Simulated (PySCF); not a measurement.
C8H11B.
InChI=1S/C8H11B/c1-9(2)8-6-4-3-5-7-8/h3-7H,1-2H3

Method used: PBE0-D3(BJ)/def2-SVP geometry optimisation, gas phase in PySCF.

Take the most abundant isotopes and a rigid rotor. 

(1) What are A, B and C (GHz)?

(2) Classify the top.

(3) Is it planar, by Δ = Ic − Ia − Ib?

(4) Give the other two planar moments, Paa and Pbb, and the rms extents of the mass along the axes.

(5) Give the coordinates in the principal-axis frame, origin at the centre of mass.

(6) Predict some low-J microwave lines.

Results:

(1) Ia = 155.67, Ib = 446.75, Ic = 596.21 u·Å²; 505379 MHz·u·Å²/I gives 3246, 1131 and 847.7 MHz, that is A = 3.2464, B = 1.1312, C = 0.8477 GHz.

(2) An asymmetric top. Ray's parameter κ = (2B − A − C)/(A − C) = -0.764; −1 is the prolate and +1 the oblate limit.

(3) Not planar: Δ = Ic − Ia − Ib = -6.21 u·Å². For a rigid frame Δ = −2 Σ m c², so Σ m c² = 3.11 u·Å² lies off the ab plane, practically all of it from hydrogen. The atom farthest from that plane is 0.88 Å away.

(4) Paa = Σ m a² = (Ib + Ic − Ia)/2 = 443.64 and Pbb = Σ m b² = (Ia + Ic − Ib)/2 = 152.57 u·Å². With the mass M = 118.10 u, the rms extents √(P/M) along a, b and c are 1.94, 1.14, 0.16 Å.

(5) The sense of each axis is arbitrary; atoms in the order of the calculation.
```json
{"atom": "C1", "mass (u)": "12.000", "a (Å)": "-2.547", "b (Å)": "-1.373", "c (Å)": "-0.001"}
{"atom": "B2", "mass (u)": "11.009", "a (Å)": "-1.772", "b (Å)": "0.000", "c (Å)": "0.000"}
{"atom": "C3", "mass (u)": "12.000", "a (Å)": "-2.548", "b (Å)": "1.373", "c (Å)": "0.001"}
{"atom": "C4", "mass (u)": "12.000", "a (Å)": "-0.198", "b (Å)": "0.000", "c (Å)": "0.000"}
{"atom": "C5", "mass (u)": "12.000", "a (Å)": "0.537", "b (Å)": "-1.200", "c (Å)": "0.000"}
{"atom": "C6", "mass (u)": "12.000", "a (Å)": "1.929", "b (Å)": "-1.207", "c (Å)": "0.001"}
{"atom": "C7", "mass (u)": "12.000", "a (Å)": "2.629", "b (Å)": "0.000", "c (Å)": "0.000"}
{"atom": "C8", "mass (u)": "12.000", "a (Å)": "1.930", "b (Å)": "1.207", "c (Å)": "-0.001"}
{"atom": "C9", "mass (u)": "12.000", "a (Å)": "0.537", "b (Å)": "1.201", "c (Å)": "-0.001"}
{"atom": "H10", "mass (u)": "1.008", "a (Å)": "-2.260", "b (Å)": "-1.979", "c (Å)": "-0.878"}
{"atom": "H11", "mass (u)": "1.008", "a (Å)": "-3.642", "b (Å)": "-1.270", "c (Å)": "-0.002"}
{"atom": "H12", "mass (u)": "1.008", "a (Å)": "-2.262", "b (Å)": "-1.979", "c (Å)": "0.877"}
{"atom": "H13", "mass (u)": "1.008", "a (Å)": "-2.265", "b (Å)": "1.975", "c (Å)": "0.882"}
{"atom": "H14", "mass (u)": "1.008", "a (Å)": "-3.642", "b (Å)": "1.269", "c (Å)": "-0.003"}
{"atom": "H15", "mass (u)": "1.008", "a (Å)": "-2.259", "b (Å)": "1.983", "c (Å)": "-0.873"}
{"atom": "H16", "mass (u)": "1.008", "a (Å)": "0.005", "b (Å)": "-2.155", "c (Å)": "0.001"}
{"atom": "H17", "mass (u)": "1.008", "a (Å)": "2.474", "b (Å)": "-2.155", "c (Å)": "0.001"}
{"atom": "H18", "mass (u)": "1.008", "a (Å)": "3.722", "b (Å)": "0.000", "c (Å)": "0.000"}
{"atom": "H19", "mass (u)": "1.008", "a (Å)": "2.474", "b (Å)": "2.154", "c (Å)": "-0.001"}
{"atom": "H20", "mass (u)": "1.008", "a (Å)": "0.006", "b (Å)": "2.156", "c (Å)": "-0.001"}
```

(6) The dipole components are |μa| = 0.51 D, |μb| = 0.00 D, |μc| = 0.00 D; the symmetry axis of this C2v structure is a, so μb and μc vanish by symmetry and there are no b-type or c-type lines. Some lines, for components of 0.1 D or more:

```json
{"type": "a", "branch": "Q", "J(Ka,Kc)": "4(2,2) ← 4(2,3)", "MHz": "385", "lower level (cm⁻¹)": "0.961"}
{"type": "a", "branch": "Q", "J(Ka,Kc)": "5(2,3) ← 5(2,4)", "MHz": "858", "lower level (cm⁻¹)": "1.289"}
{"type": "a", "branch": "Q", "J(Ka,Kc)": "3(1,2) ← 3(1,3)", "MHz": "1700", "lower level (cm⁻¹)": "0.442"}
{"type": "a", "branch": "R", "J(Ka,Kc)": "1(0,1) ← 0(0,0)", "MHz": "1979", "lower level (cm⁻¹)": "0.000"}
{"type": "a", "branch": "Q", "J(Ka,Kc)": "4(1,3) ← 4(1,4)", "MHz": "2825", "lower level (cm⁻¹)": "0.686"}
{"type": "a", "branch": "R", "J(Ka,Kc)": "2(1,2) ← 1(1,1)", "MHz": "3674", "lower level (cm⁻¹)": "0.137"}
{"type": "a", "branch": "R", "J(Ka,Kc)": "2(0,2) ← 1(0,1)", "MHz": "3931", "lower level (cm⁻¹)": "0.066"}
{"type": "a", "branch": "Q", "J(Ka,Kc)": "5(1,4) ← 5(1,5)", "MHz": "4210", "lower level (cm⁻¹)": "0.989"}
{"type": "a", "branch": "R", "J(Ka,Kc)": "2(1,1) ← 1(1,0)", "MHz": "4241", "lower level (cm⁻¹)": "0.146"}
{"type": "a", "branch": "R", "J(Ka,Kc)": "3(1,3) ← 2(1,2)", "MHz": "5495", "lower level (cm⁻¹)": "0.259"}
{"type": "a", "branch": "R", "J(Ka,Kc)": "3(0,3) ← 2(0,2)", "MHz": "5832", "lower level (cm⁻¹)": "0.197"}
{"type": "a", "branch": "R", "J(Ka,Kc)": "3(2,2) ← 2(2,1)", "MHz": "5937", "lower level (cm⁻¹)": "0.499"}
{"type": "a", "branch": "R", "J(Ka,Kc)": "3(2,1) ← 2(2,0)", "MHz": "6042", "lower level (cm⁻¹)": "0.500"}
{"type": "a", "branch": "R", "J(Ka,Kc)": "3(1,2) ← 2(1,1)", "MHz": "6345", "lower level (cm⁻¹)": "0.287"}
{"type": "a", "branch": "R", "J(Ka,Kc)": "4(1,4) ← 3(1,3)", "MHz": "7300", "lower level (cm⁻¹)": "0.442"}
{"type": "a", "branch": "R", "J(Ka,Kc)": "4(0,4) ← 3(0,3)", "MHz": "7662", "lower level (cm⁻¹)": "0.392"}
{"type": "a", "branch": "R", "J(Ka,Kc)": "4(2,3) ← 3(2,2)", "MHz": "7895", "lower level (cm⁻¹)": "0.697"}
{"type": "a", "branch": "R", "J(Ka,Kc)": "4(3,2) ← 3(3,1)", "MHz": "7964", "lower level (cm⁻¹)": "1.074"}
{"type": "a", "branch": "R", "J(Ka,Kc)": "4(3,1) ← 3(3,0)", "MHz": "7974", "lower level (cm⁻¹)": "1.074"}
{"type": "a", "branch": "R", "J(Ka,Kc)": "4(1,3) ← 3(1,2)", "MHz": "8424", "lower level (cm⁻¹)": "0.499"}
{"type": "a", "branch": "R", "J(Ka,Kc)": "5(1,5) ← 4(1,4)", "MHz": "9084", "lower level (cm⁻¹)": "0.686"}
{"type": "a", "branch": "R", "J(Ka,Kc)": "5(0,5) ← 4(0,4)", "MHz": "9420", "lower level (cm⁻¹)": "0.647"}
{"type": "a", "branch": "R", "J(Ka,Kc)": "5(2,4) ← 4(2,3)", "MHz": "9835", "lower level (cm⁻¹)": "0.961"}
{"type": "a", "branch": "R", "J(Ka,Kc)": "5(4,2) ← 4(4,1)", "MHz": "9954", "lower level (cm⁻¹)": "1.865"}
{"type": "a", "branch": "R", "J(Ka,Kc)": "5(3,3) ← 4(3,2)", "MHz": "9971", "lower level (cm⁻¹)": "1.340"}
{"type": "a", "branch": "R", "J(Ka,Kc)": "5(3,2) ← 4(3,1)", "MHz": "10003", "lower level (cm⁻¹)": "1.340"}
{"type": "a", "branch": "R", "J(Ka,Kc)": "5(2,3) ← 4(2,2)", "MHz": "10309", "lower level (cm⁻¹)": "0.973"}
{"type": "a", "branch": "R", "J(Ka,Kc)": "5(1,4) ← 4(1,3)", "MHz": "10470", "lower level (cm⁻¹)": "0.780"}
```

PBE0-D3(BJ)/def2-SVP frequencies: not computed here. Zero-point vibration and centrifugal distortion are left out. A rigid rotor knows nothing of internal rotation, which can split or shift real lines. Quadrupole hyperfine structure (11B) is left out.

The run took 62 s wall on one thread of an Arm Neoverse V2, on a shared host, and the process peaked at 0.88 GiB of memory. This is the geometry optimisation.

The values belong to the conformer `[CH3:1][B:2]([CH3:3])[c:4]1[cH:5][cH:6][cH:7][cH:8][cH:9]1`: C1–B2–C4–C5 0°.
